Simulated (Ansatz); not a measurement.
CH$_{5}$ClOSn, SMILES `[CH3][SnH]([OH])[Cl]`, relaxed with RKS PBE-D4/def2-SVP in the Gaussian-basis code of Ansatz from a rough embedded geometry. The force threshold is 0.03 eV/Å; the program also tests the step.

Charge 0, multiplicity 1. Sn: def2 effective core potential.

Start:

```xyz
9

C     0.143   -0.834   -1.001
Sn   -0.389    0.719    0.320
O    -0.260    0.057    2.160
Cl    1.001    2.504    0.078
H     0.130   -0.446   -2.091
H     1.248   -1.157   -0.822
H    -0.498   -1.724   -0.916
H    -2.057    1.168   -0.036
H     0.680   -0.287    2.309
```

Problem. By how much does the energy fall, and how many steps does the optimiser take? (An estimate is asked.)

Solution. Ansatz gave: 31.76 kJ/mol, in 5 steps.

Problem. Which bonds change most? (Best estimate.)

Solution. Ansatz gave: Sn2–Cl4 from 2.276 to 2.385 Å; C1–H6 from 1.165 to 1.106 Å; C1–Sn2 from 2.107 to 2.158 Å; C1–H5 from 1.157 to 1.106 Å.

Problem. Give the relaxed structure. (Best estimate.)

Solution. The calculation gave: 
```xyz
9

C     0.206   -0.873   -1.101
Sn   -0.450    0.644    0.287
O    -0.317    0.039    2.196
Cl    1.058    2.472    0.013
H     0.157   -0.464   -2.128
H     1.249   -1.150   -0.863
H    -0.451   -1.759   -1.013
H    -2.064    1.239    0.180
H     0.613   -0.149    2.429
```
